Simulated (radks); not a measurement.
The numbers below are computed, except where a source is named.
Coulomb parameter of the 4d shell of the niobium ion Nb3+ in the model configuration [Kr] 4d1 5s1, as a second difference U = [E(n + 0.25) + E(n - 0.25) - 2 E(n)] / (0.25)^2 with all orbitals relaxed. "Bare": the charge of the atom changes with n. "Screened": the 5s shell takes up the change at fixed total charge, which measures U(4d,4d) + U(5s,5s) - 2 U(4d,5s). Level of theory: scalar-relativistic Kohn-Sham, r2SCAN, spin-unpolarised, spherical densities, finite nucleus; meta-GGA in the generalised Kohn-Sham scheme; Fermi nuclear charge, rms radius 4.324 fm (a radial shooting solver on a logarithmic mesh with Libxc functionals).

| case | configuration | E - E(n) (eV) |
|---|---|---|
| start | [Kr] 4d1 5s1 | 0.000 |
| bare +0.25 | [Kr] 4d1.25 5s1 | -7.981 |
| bare -0.25 | [Kr] 4d0.75 5s1 | 8.759 |
| screened +0.25 | [Kr] 4d1.25 5s0.75 | -1.605 |
| screened -0.25 | [Kr] 4d0.75 5s1.25 | 1.659 |

U(bare) = 12.438 eV, U(screened by 5s) = 0.867 eV, against the Slater integral F0(4d,4d) = 14.859 eV with frozen orbitals.
